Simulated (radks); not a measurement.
Task: The thallium ion Tl5+ is in [Xe] 4f14 5d8. Method: scalar-relativistic Kohn-Sham, r2SCAN, spin-polarised, spherical densities, finite nucleus; meta-GGA in the generalised Kohn-Sham scheme; Fermi nuclear charge, rms radius of each element as measured or else 0.836 A^(1/3) + 0.57 fm; computed with a radial shooting solver on a logarithmic mesh with Libxc functionals. Open shells are filled with parallel spins first. One electron is removed from 5d, 5p, 4f, 5s in turn, with full relaxation. Which removal costs least, and what does each cost?

Result: 5d 82.679 eV; 5p 149.19 eV; 4f 195.66 eV; 5s 206.16 eV. The 5d electron leaves first.
